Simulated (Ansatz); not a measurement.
Reaction (cleavage of the Si–B bond): `B[SiH](F)F` + H₂S → `F[SiH](F)S` + BH₃

Gas-phase electronic energies from Ansatz, PBE0-D4/def2-TZVP geometries. CCSD(T)/CBS adds triple-zeta CCSD(T) − MP2 to the extrapolated MP2 energy (def2 sets, frozen cores). This one scheme is used for every species. Functionals use def2-TZVPP. Each species was taken in one conformer, which may not be the lowest.

**Question.** Is it downhill or uphill in electronic energy at CCSD(T)/CBS, and by how much? (Best estimate.)

**Answer.** Computed: Downhill: ΔE = -0.92 eV.

**Question.** What do these levels give: LDA (SPW92), BLYP-D4, B97M-V, BHLYP-D4, r2SCAN, LC-ωPBE? (An estimate is asked.)

**Answer.** The calculation gave: LDA (SPW92) -0.86, BLYP-D4 -0.89, B97M-V -0.91, BHLYP-D4 -0.94, r2SCAN -0.94, LC-ωPBE -0.87 eV.

**Question.** What do rigid-rotor, harmonic-oscillator terms from PBE0-D4/def2-TZVP frequencies (298.15 K, 1 bar) make of the CCSD(T)/CBS value? (Best estimate.)

**Answer.** Ansatz gave: ΔZPE = +0.03 eV, ΔH = -0.90 eV, ΔS = -23 J/(mol·K), ΔG = -0.83 eV. Modes under 50 cm⁻¹ make the entropy rough.

Largest T1 diagnostic among the species: 0.012.

From BLYP to BHLYP (50 % exact exchange), in def2-TZVPP and without D4, ΔE moves by −0.07 eV. The D4 term adds −0.03 eV with B3LYP and −0.02 eV with PBE0; it sums over pairs of atoms, weighted by their polarisabilities, and B3LYP, whose exchange is more repulsive, gets the larger term. At CCSD(T), def2-SVP lies +0.10 eV from the extrapolated value and def2-TZVPP +0.02 eV.

B3LYP here is the variant with VWN-RPA as its local correlation; programs differ in this.
